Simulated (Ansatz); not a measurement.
C$_{4}$H$_{9}$ClSi$_{2}$ (SMILES C[SiH](C)C#C[SiH2]Cl), singlet, geometry from GFN2-xTB, with bond 15-7 at 1.4 times its length; CASSCF(6,6)/STO-3G in Ansatz (a quantum-chemistry and plane-wave program).

Input for Ansatz:
Ansatz 0.2 input:
```yaml
crystal:
  periodic: [false, false, false]
  atoms:
    - {symbol: Si, position_ang: [2.43223551, -0.33735355, 0.63490080]}
    - {symbol: Cl, position_ang: [2.31921880, 0.93988194, 2.20413987]}
    - {symbol: C, position_ang: [0.77150497, -0.40669230, -0.17018687]}
    - {symbol: C, position_ang: [-0.32517415, -0.43695371, -0.68371899]}
    - {symbol: Si, position_ang: [-2.01854928, -0.46530487, -1.45226967]}
    - {symbol: C, position_ang: [-2.41902032, 1.29193787, -2.05818827]}
    - {symbol: C, position_ang: [-3.25878404, -1.01762461, -0.12108602]}
    - {symbol: H, position_ang: [2.78828352, -1.65979710, 1.14424308]}
    - {symbol: H, position_ang: [3.41654966, 0.18373989, -0.31098823]}
    - {symbol: H, position_ang: [-1.98735877, -1.41837902, -2.57505536]}
    - {symbol: H, position_ang: [-3.40303444, 1.33771635, -2.51660942]}
    - {symbol: H, position_ang: [-1.69586567, 1.62526249, -2.79659192]}
    - {symbol: H, position_ang: [-2.40334334, 2.00603287, -1.23927806]}
    - {symbol: H, position_ang: [-4.27171547, -1.04997034, -0.51288809]}
    - {symbol: H, position_ang: [-3.25401602, -0.06920886, 1.06845024]}
    - {symbol: H, position_ang: [-3.01762252, -2.00919913, 0.25045268]}
basis:
  gaussian:
    orbitals: STO-3G
hamiltonian:
  xc: hf
magnetization: {spin_polarized: false}
correlation: {active_space: {window: {electrons: 6, orbitals: 6}}}
```

The log (banner, timings and long lists left out):

```
Functional definition: HF
688 factors; integrals over basis functions are off by at most 4.9e-5 eV
mean field evaluation 1: about -32124.1533 eV, gradient 2.1e1 eV
mean field evaluation 2: about -32124.2642 eV, gradient 2.1e1 eV
mean field evaluation 4: about -32126.2803 eV, gradient 2.3e0 eV
mean field evaluation 8: about -32126.2954 eV, gradient 3.1e-5 eV
mean field -32126.29542292 eV, -1180.6195808073 hartree, gradient 9.8e-7 eV, S^2 0.000000; 0 other end points of the search recorded, 0 dependent functions left out
reference -32126.29542292 eV, -1180.6195808073 hartree; 39, 39 occupied and 17, 17 virtual orbitals, 688 factors
state -32129.78867256 eV, -1180.7479553635 hartree
Total energy: -32129.78867256 eV, -1180.7479553635 hartree
```
